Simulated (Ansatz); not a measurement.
Frontier orbitals of `C[N](C)[Sn][F]`.

```json
{"atom": "C1", "x (Å)": "0.638", "y (Å)": "-0.951", "z (Å)": "-0.098"}
{"atom": "N2", "x (Å)": "0.019", "y (Å)": "0.348", "z (Å)": "-0.018"}
{"atom": "C3", "x (Å)": "-1.387", "y (Å)": "0.296", "z (Å)": "0.283"}
{"atom": "Sn4", "x (Å)": "0.965", "y (Å)": "2.109", "z (Å)": "-0.288"}
{"atom": "F5", "x (Å)": "2.699", "y (Å)": "1.267", "z (Å)": "-0.624"}
{"atom": "H6", "x (Å)": "1.699", "y (Å)": "-0.849", "z (Å)": "-0.328"}
{"atom": "H7", "x (Å)": "0.169", "y (Å)": "-1.566", "z (Å)": "-0.880"}
{"atom": "H8", "x (Å)": "0.537", "y (Å)": "-1.498", "z (Å)": "0.850"}
{"atom": "H9", "x (Å)": "-1.946", "y (Å)": "-0.263", "z (Å)": "-0.481"}
{"atom": "H10", "x (Å)": "-1.814", "y (Å)": "1.303", "z (Å)": "0.335"}
{"atom": "H11", "x (Å)": "-1.578", "y (Å)": "-0.195", "z (Å)": "1.248"}
```

Total charge 0; spin multiplicity 1. Correlated methods include outer-core shells of Sn, which these sets cover unevenly. Sn: def2 effective core potential. All single points use the PBE0-D4/def2-TZVP geometry. It is one conformer, not always the lowest. Basis def2-TZVPP, the Gaussian-basis code of Ansatz.

```
functional  HOMO (eV)  LUMO (eV)
      PBE0      -6.52      -1.87
```

**Question.** Give HOMO and LUMO (eV) with LDA (SPW92), PBE, revPBE, BLYP, r2SCAN, B97M-V, B3LYP, r2SCANh, r2SCAN0, HSE06 (plane-wave form), BHLYP, CAM-B3LYP, LC-ωPBE, ωB97X-V, ωB97M-V, HF. (Best estimate.)

**Answer.** The calculation gave: 
```csv
functional,HOMO,LUMO
LDA (SPW92),-5.54,-2.70
PBE,-5.37,-2.49
revPBE,-5.30,-2.41
BLYP,-5.26,-2.43
r2SCAN,-5.60,-2.44
B97M-V,-5.62,-2.48
B3LYP,-6.33,-2.10
r2SCANh,-6.03,-2.20
r2SCAN0,-6.69,-1.84
HSE06 (plane-wave form),-6.12,-2.23
BHLYP,-7.62,-1.23
CAM-B3LYP,-7.82,-1.00
LC-ωPBE,-9.10,0.04
ωB97X-V,-8.79,-0.05
ωB97M-V,-8.72,-0.22
HF,-9.44,0.59
```

B3LYP here is the variant with VWN-RPA as its local correlation; programs differ in this. LC-ωPBE has ω = 0.4 bohr⁻¹.
